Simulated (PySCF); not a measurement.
Job for PySCF: R-M06-2X/def2-TZVPPD on CH2O (SMILES C=O).

```python
from pyscf import gto, dft

mol = gto.M(
    atom='''
    C    -0.35073975   -0.50688680    0.04175197
    O     0.32918566    0.24201725   -0.60192827
    H    -1.40291903   -0.27408985    0.29596654
    H     0.03506060   -1.47353629    0.41948259
    ''',
    basis='def2-tzvppd',
    charge=0, spin=0, verbose=4, max_memory=1800)
mf = dft.RKS(mol, xc='m062x').density_fit(auxbasis='def2-universal-jkfit')
mf.grids.level = 4
mf.conv_tol = 1e-9
mf.max_cycle = 150
mf.kernel()
mf.dip_moment()
```

The head of its log:

```
PySCF version 2.14.0

[INPUT] verbose = 4
[INPUT] num. atoms = 4
[INPUT] num. electrons = 16
[INPUT] charge = 0
[INPUT] spin (= nelec alpha-beta = 2S) = 0
[INPUT] symmetry False subgroup None
[INPUT] Mole.unit = angstrom
[INPUT] Symbol           X                Y                Z      unit          X                Y                Z       unit  Magmom
[INPUT]  1 C     -0.350739750000  -0.506886800000   0.041751970000 AA   -0.662802068498  -0.957877228157   0.078899788461 Bohr   0.0
[INPUT]  2 O      0.329185660000   0.242017250000  -0.601928270000 AA    0.622070741534   0.457346319920  -1.137479576933 Bohr   0.0
[INPUT]  3 H     -1.402919030000  -0.274089850000   0.295966540000 AA   -2.651132741640  -0.517954750023   0.559295702635 Bohr   0.0
[INPUT]  4 H      0.035060600000  -1.473536290000   0.419482590000 AA    0.066254931763  -2.784580022708   0.792707209123 Bohr   0.0

nuclear repulsion = 31.3982505562863
number of shells = 41
number of NR pGTOs = 145
number of NR cGTOs = 111
basis = def2-tzvppd
ecp = {}


******** <class 'pyscf.df.df_jk.DFRKS'> ********
method = DFRKS
initial guess = minao
damping factor = 0
level_shift factor = 0
DIIS = <class 'pyscf.scf.diis.CDIIS'>
diis_start_cycle = 1
diis_space = 8
diis_damp = 0
SCF conv_tol = 1e-09
SCF conv_tol_grad = None
SCF max_cycles = 150
direct_scf = False
XC library pyscf.dft.libxc version 7.1.2
    S. Lehtola, C. Steigemann, M. J. T. Oliveira, and M. A. L. Marques,  SoftwareX 7, 1–5 (2018)
XC functionals = m062x
    Y. Zhao and D. G. Truhlar,  Theor. Chem. Acc. 120, 215 (2008)
    Y. Zhao and D. G. Truhlar,  Theor. Chem. Acc. 120, 215 (2008)
radial grids:
    Treutler-Ahlrichs [JCP 102, 346 (1995); DOI:10.1063/1.469408] (M4) radial grids

becke partition: Becke, JCP 88, 2547 (1988); DOI:10.1063/1.454033
pruning grids: <function nwchem_prune>
grids dens level: 4
symmetrized grids: False
atomic radii adjust function: <function treutler_atomic_radii_adjust>
small_rho_cutoff = 0
Set gradient conv threshold to 3.16228e-05
Initial guess from minao.
tot grids = 88288
******** <class 'pyscf.df.df.DF'> ********
auxbasis = def2-universal-jkfit
init E= -114.6296196279
  HOMO = -0.325297425371428  LUMO = -0.0901025456158244  gap/eV = 6.39998
cycle= 1 E= -114.39737474609  delta_E= 0.232  |g|= 0.698  |ddm|= 1.34
  HOMO = -0.225809280419341  LUMO = -0.00181364788059574  gap/eV = 6.09523
cycle= 2 E= -114.225876774241  delta_E= 0.171  |g|= 1.23  |ddm|= 0.901
  HOMO = -0.345256139847347  LUMO = -0.0164972162405483  gap/eV = 8.94599
```

Question: Give the final energy of this run.

Answer: -114.5006 hartree.
